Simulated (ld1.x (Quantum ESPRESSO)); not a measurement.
## molybdenum (Mo), TM: configuration errors across variants

Mo (Z = 42), norm-conserving Troullier–Martins (Kleinman–Bylander form), made with ld1.x (Quantum ESPRESSO) 7.5 (BLYP, scalar-relativistic). Core [Kr], reference 4d4 5s0 5p0 (charge +2). Waves: 5s (bound, empty): rc 2.35 bohr; 4d (bound): rc 2.45 bohr; 5p (bound, empty): rc 2.90 bohr. Local part: the p channel. Core correction: a·sin(br)/r model core, default radius (core density twice the valence density).

All-electron excitation energies from the reference (eV): (1) 4d5 5s1 5p0 -22.338; (2) 4d5 5s0 5p0 -15.403; (3) 4d3 5s0 5p0 26.656; (4) 4d6 5s0 5p0 -21.490; (5) 4d5 5s0 5p1 -19.176; (6) 4d4 5s2 5p0 -22.218; (7) 4d5.5 5s0.5 5p0 -22.015.

The default core radius of the base comes out at 1.47 bohr.

The overlap operator is not positive definite (basis up to 400 Ry) in “type PAW; waves now 5s (bound): rcut 2.05, rcutus 2.35 bohr; 5s channel at -0.6 Ry: rcut 2.05, rcutus 2.35 bohr; 5p (bound): rcut 2.50, rcutus 2.90 bohr; 5p channel at -0.65 Ry: rcut 2.50, rcutus 2.90 bohr; 4d (bound): rcut 2.15, rcutus 2.45 bohr; 4d channel at -0.1 Ry: rcut 2.15, rcutus 2.45 bohr; local potential all-electron potential smoothed inside 2.05 bohr (lloc = -1); augmentation PSQ, radius 2.20 bohr”. Such files are unfit for use, however small their errors in these radial tests.

Tests that are not counted but printed errors over 1 eV. “type PAW; waves now 5s (bound): rcut 2.05, rcutus 2.35 bohr; 5s channel at -0.6 Ry: rcut 2.05, rcutus 2.35 bohr; 5p (bound): rcut 2.50, rcutus 2.90 bohr; 5p channel at -0.65 Ry: rcut 2.50, rcutus 2.90 bohr; 4d (bound): rcut 2.15, rcutus 2.45 bohr; 4d channel at -0.1 Ry: rcut 2.15, rcutus 2.45 bohr; local potential all-electron potential smoothed inside 2.05 bohr (lloc = -1); augmentation PSQ, radius 2.20 bohr”: 4d5 5s1 5p0 (solver errors, printed error -3.0 eV); 4d4 5s2 5p0 (pseudo-atom not self-consistent, printed error -11.1 eV).

4 further variants failed, have other tests or another functional or relativity, and are left out.

A true bound ghost makes a file unfit for plane-wave use even where its test errors are small: the radial tests pick states by their node count and pass the ghost by.

Errors AE − PS in meV (a dash: test not solved or not reliable):

```csv
change,(1),(2),(3),(4),(5),(6),(7),bound ghosts
base,-124,-165,-239,-422,-125,-7.0,-259,none
wave 5p (bound): rc 2.90 bohr becomes 5p (bound): rc 3.60 bohr,-133,-166,-240,-426,-127,-13,-266,none
"all radii but the core radius scaled by about 1.24 (s 2.92, p 3.60, d 3.04 bohr)",-127,-133,-151,-368,-109,-24,-236,none
"type PAW; waves now 5s (bound): rcut 2.05, rcutus 2.35 bohr; 5s channel at -0.6 Ry: rcut 2.05, rcutus 2.35 bohr; 5p (bound): rcut 2.50, rcutus 2.90 bohr; 5p channel at -0.65 Ry: rcut 2.50, rcutus 2.90 bohr; 4d (bound): rcut 2.15, rcutus 2.45 bohr; 4d channel at -0.1 Ry: rcut 2.15, rcutus 2.45 bohr; local potential all-electron potential smoothed inside 2.05 bohr (lloc = -1); augmentation PSQ, radius 2.20 bohr",–,-71,-174,-140,-57,–,–,not determined (overlap not positive)
core correction a·sin(br)/r model core inside 0.94 bohr,-124,-166,-243,-424,-126,-7.5,-260,none
local potential the d channel,-49,-74,-147,-163,-126,-15,-101,"s, p"
wave 5s (bound): rc 2.35 bohr becomes 5s (bound): rc 1.94 bohr,-144,-165,-239,-422,-125,-0.3,-272,none
```

(1) Give the same row for: wave 4d (bound): rc 2.45 bohr becomes 4d (bound): rc 3.22 bohr.

## Answers

(1) -116, -117, -115, -338, -99, -20, -216; bound ghosts: none.
